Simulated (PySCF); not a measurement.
**Bi (bismuth, neutral) across methods**

[Xe] 4f14 5d10 6s2 6p2 6d1, one real determinant (an excited configuration). All numbers are calculated (PySCF 2.14, the spin-free X2C one-electron Hamiltonian (Gaussian nucleus), in aug-cc-pVTZ-DK3 (9s8p6d3f, 84 functions)).

```csv
method,E (hartree),mean ε 6s β (eV),mean ε 6p α (eV),mean ε 6d α (eV),Σ⟨r²⟩ (bohr²),⟨S²⟩
PBE0,-21532.86,-17.051,-8.129,-0.498,92.83,3.752
BHandHLYP,-21532.81,-18.058,-8.916,-0.593,93.10,3.752
M06-2X,-21535.31,-17.768,-9.319,-0.717,92.50,3.755
UHF,-21526.84162,-18.783,-10.725,-1.116,94.14,3.756
LDA,-21520.15,-16.506,-7.175,-0.130,92.36,3.751
r2SCAN,-21533.08,-16.247,-7.443,-0.116,92.86,3.753
```

Task: Estimate the same row for PBE.

Result: E (hartree) = -21533.19; mean ε 6s β (eV) = -16.090; mean ε 6p α (eV) = -7.052; mean ε 6d α (eV) = -0.188; Σ⟨r²⟩ (bohr²) = 92.92; ⟨S²⟩ = 3.751.

⟨L²⟩ = 7.96 against 12 for a pure F term, so this real determinant mixes terms. Spin-orbit coupling is strong in this species (close to jj coupling), so the high-spin LS determinant is a model state, not a physical level. The outer electron is Rydberg-like, and this basis confines it to a smaller radius and binds it less than a complete one would.
